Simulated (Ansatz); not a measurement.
Born–Oppenheimer molecular dynamics of H$_{3}$Sn (4 atoms, charge 0, multiplicity 2). It starts from a relaxed structure.

The calculation used Ansatz 0.2.0, UKS PBE-D4/def2-SVP.

```yaml
ensemble: NVE (velocity Verlet)
time_step: 0.5 fs
steps_asked: 400
starting_velocities_drawn_for: 1000 K
seed: 294972
```

Frames 10 fs apart, positions in Å, forces in eV/Å.

Velocities at 40.0 fs (Å/ps):

```
Sn 0.25 0.00 -0.01
H 6.71 4.70 1.19
H -26.02 -7.74 -0.51
H -10.11 3.22 0.43
```

```xyz
4
Properties=species:S:1:pos:R:3:forces:R:3 time_fs=40.0 energy_less_start_eV=0.210 T=187
Sn 0.290 -0.221 -0.287 -0.40 -0.41 0.59
H 0.843 -0.061 1.338 0.58 0.20 0.21
H -1.043 -1.265 0.294 0.02 0.28 -0.67
H -0.048 1.404 -0.819 -0.19 -0.07 -0.13
4
Properties=species:S:1:pos:R:3:forces:R:3 time_fs=50.0 energy_less_start_eV=0.020 T=923
Sn 0.290 -0.222 -0.284 0.23 0.36 0.50
H 1.074 0.031 1.302 -0.13 -0.11 -0.43
H -1.144 -1.142 0.001 -0.15 -0.17 -0.02
H -0.204 1.359 -0.855 0.06 -0.08 -0.05
4
Properties=species:S:1:pos:R:3:forces:R:3 time_fs=60.0 energy_less_start_eV=0.203 T=214
Sn 0.290 -0.222 -0.278 -0.81 -0.11 -1.13
H 1.289 0.066 1.071 -0.06 -0.06 0.55
H -1.276 -1.092 -0.361 0.62 0.02 0.51
H -0.312 1.275 -0.941 0.25 0.14 0.08
4
Properties=species:S:1:pos:R:3:forces:R:3 time_fs=70.0 energy_less_start_eV=0.118 T=543
Sn 0.288 -0.222 -0.279 0.85 0.49 -0.41
H 1.325 0.014 1.123 -0.45 -0.11 -0.09
H -1.117 -1.153 -0.287 -0.48 -0.44 0.38
H -0.208 1.301 -0.960 0.09 0.06 0.12
4
Properties=species:S:1:pos:R:3:forces:R:3 time_fs=80.0 energy_less_start_eV=0.101 T=609
Sn 0.288 -0.219 -0.284 -0.26 -0.75 0.29
H 1.075 -0.107 1.260 0.14 0.12 0.04
H -1.059 -1.374 0.114 0.36 0.68 -0.37
H -0.041 1.384 -0.875 -0.25 -0.05 0.04
4
Properties=species:S:1:pos:R:3:forces:R:3 time_fs=90.0 energy_less_start_eV=0.206 T=205
Sn 0.289 -0.221 -0.287 0.72 0.35 0.68
H 0.936 -0.121 1.356 0.36 0.17 -0.31
H -0.945 -1.234 0.258 -0.91 -0.42 -0.28
H -0.074 1.418 -0.758 -0.18 -0.09 -0.10
4
Properties=species:S:1:pos:R:3:forces:R:3 time_fs=100.0 energy_less_start_eV=0.065 T=751
Sn 0.291 -0.222 -0.285 -0.91 -0.13 0.43
H 1.109 0.000 1.253 0.05 -0.11 -0.11
H -1.243 -1.167 0.051 0.76 0.33 -0.20
H -0.270 1.382 -0.729 0.10 -0.09 -0.12
4
Properties=species:S:1:pos:R:3:forces:R:3 time_fs=110.0 energy_less_start_eV=0.186 T=283
Sn 0.290 -0.223 -0.280 0.47 0.71 -0.59
H 1.332 0.036 1.083 -0.23 -0.16 0.17
H -1.190 -1.018 -0.278 -0.53 -0.75 0.44
H -0.371 1.303 -0.802 0.29 0.20 -0.01
4
Properties=species:S:1:pos:R:3:forces:R:3 time_fs=120.0 energy_less_start_eV=0.120 T=535
Sn 0.288 -0.220 -0.280 -0.25 -0.23 -0.56
H 1.392 -0.066 1.074 -0.41 -0.07 0.03
H -1.188 -1.250 -0.252 0.60 0.37 0.34
H -0.232 1.341 -0.876 0.06 -0.07 0.19
4
Properties=species:S:1:pos:R:3:forces:R:3 time_fs=130.0 energy_less_start_eV=0.100 T=612
Sn 0.286 -0.218 -0.284 0.70 -0.18 -0.15
H 1.194 -0.208 1.175 0.22 0.17 0.19
H -0.919 -1.359 0.075 -0.63 -0.11 -0.08
H -0.054 1.381 -0.812 -0.30 0.12 0.04
4
Properties=species:S:1:pos:R:3:forces:R:3 time_fs=140.0 energy_less_start_eV=0.182 T=296
Sn 0.288 -0.219 -0.288 0.04 -0.33 1.11
H 1.082 -0.210 1.328 0.09 0.19 -0.58
H -0.975 -1.362 0.281 0.02 0.44 -0.55
H -0.111 1.457 -0.680 -0.16 -0.30 0.03
4
Properties=species:S:1:pos:R:3:forces:R:3 time_fs=150.0 energy_less_start_eV=0.058 T=776
Sn 0.291 -0.222 -0.286 -0.35 0.18 -0.04
H 1.156 -0.068 1.179 0.39 -0.09 0.35
H -1.150 -1.109 0.070 -0.09 -0.30 -0.05
H -0.320 1.372 -0.569 0.05 0.22 -0.26
```

Of the whole run (200 fs, mean temperature of the second half 506 K): The conserved energy stayed within 0.13 meV per atom of its start (net change 0.069 meV per atom), so the integration is sound. The temperature averaged 0.51 of the 1000 K drawn at the start: a run that starts near a minimum puts about half its kinetic energy into the potential. A run of 0.2 ps of so small a system gives no equilibrium averages.

Run time: 13 min on 1 thread of Intel(R) Xeon(R) Processor @ 2.50GHz (Skylake/Cascade Lake), on a shared host, peak memory 0.11 GiB.
